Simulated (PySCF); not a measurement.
Geometry:
```csv
atom,x (Å),y (Å),z (Å)
C1,3.891,-0.736,-0.433
C2,2.848,0.080,-0.469
N3,1.587,-0.252,-0.007
C4,0.502,0.589,-0.091
O5,0.588,1.701,-0.567
C6,-0.769,-0.028,0.381
C7,-1.916,0.974,0.612
C8,-3.015,0.371,-0.289
Si9,-1.779,-0.874,-1.037
H10,3.820,-1.734,-0.032
H11,4.848,-0.428,-0.806
H12,2.896,1.082,-0.869
H13,1.466,-1.173,0.389
H14,-0.584,-0.673,1.240
H15,-1.608,1.958,0.260
H16,-2.208,1.054,1.658
H17,-3.466,1.093,-0.965
H18,-3.821,-0.079,0.289
H19,-2.005,-2.305,-0.826
H20,-1.282,-0.607,-2.383
```

All values are calculated (PySCF 2.14): structure optimised with GFN2-xTB, PBE0/pcSseg-1 with gauge-including orbitals. Relativity neglected, in vacuum, a single conformation.

Scale: TMS for 13C (σ = 186.93 ppm) (reference shieldings calculated alike).

Question: Do the 13C shifts follow the atomic charges (in e)? Tabulate both.

Answer: 
```csv
atoms,hybridisation,δ (ppm),σ para (ppm),Hirshfeld,IAO,Mulliken,ESP-fitted
C4,sp2,173.0,-234,+0.17,+0.43,+0.56,+0.40
C2,sp2,137.5,-199,+0.00,-0.03,+0.03,+0.14
C1,sp2,92.7,-160,-0.14,-0.39,-0.21,-0.69
C6,sp3,34.1,-102,-0.12,-0.43,-0.64,-0.13
C7,sp3,21.8,-83,-0.07,-0.25,-0.12,+0.04
C8,sp3,6.8,-76,-0.16,-0.54,-0.51,-0.28
```

Correlation coefficients of δ with charge over these carbons: Hirshfeld +0.82, IAO +0.87, Mulliken +0.85, ESP-fitted +0.46; with the paramagnetic shielding -1.00. With so few points, grouped by hybridisation, these coefficients are fragile. Charge is one influence among several: hybridisation and low-lying excitations act through the paramagnetic term.

Shifts are as computed. Against solution values, carbons near 30 ppm lie about +3 ppm off and those near 130 ppm about +5 ppm. Of 1211 compounds with measured shifts, 218 miss one by over three times the rms of a fit or turn the order of signals round; such compounds aren't used in these exercises. Hydrogen bonding in solution deshields acid and N–H amide carbonyl carbons by as much as 10 ppm beyond these values.
